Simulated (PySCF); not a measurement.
**[GeF3]-: umbrella–stretch map**

Computed with PBE0 in PySCF with Ge def2-SVPD, F def2-SVPD; no relativity; density-fitted integrals.

Rigid scan from the singlet minimum (Ge–F 1.836 Å (×3); F–Ge–F 95.2° (×3)). Coordinate: rows: all bonds scaled; columns: angle to the threefold axis. Energies in kJ/mol from the minimum.

Rows run from the largest first scale (top) to the smallest, columns from the smallest angle to the largest. Lower edges of the bins (kJ/mol): '0' 1.3, '1' 3.0, '2' 5.7, '3' 9.9, '4' 16.6, '5' 27.3, '6' 44.2, '7' 70.9, '8' 113.3, '9' 180.6; top 287.
```
567888
257889
047899
157899
568999
```

Problem. Give the energies on the grid of the scan.

Solution. 
```json
{"scale \\ angle": "0.95", "60": "27", "66": "58", "72": "118", "78": "194", "84": "260", "90": "287"}
{"scale \\ angle": "0.98", "60": "5", "66": "33", "72": "87", "78": "154", "84": "212", "90": "236"}
{"scale \\ angle": "1.00", "60": "1", "66": "26", "72": "76", "78": "137", "84": "190", "90": "211"}
{"scale \\ angle": "1.03", "60": "8", "66": "29", "72": "72", "78": "125", "84": "170", "90": "188"}
{"scale \\ angle": "1.07", "60": "35", "66": "50", "72": "84", "78": "127", "84": "163", "90": "178"}
```

The bond scale of lowest energy on the grid is 1.00 at 60°, 1.00 at 66°, 1.03 at 72°, 1.03 at 78°, 1.07 (edge) at 84°, 1.07 (edge) at 90°.
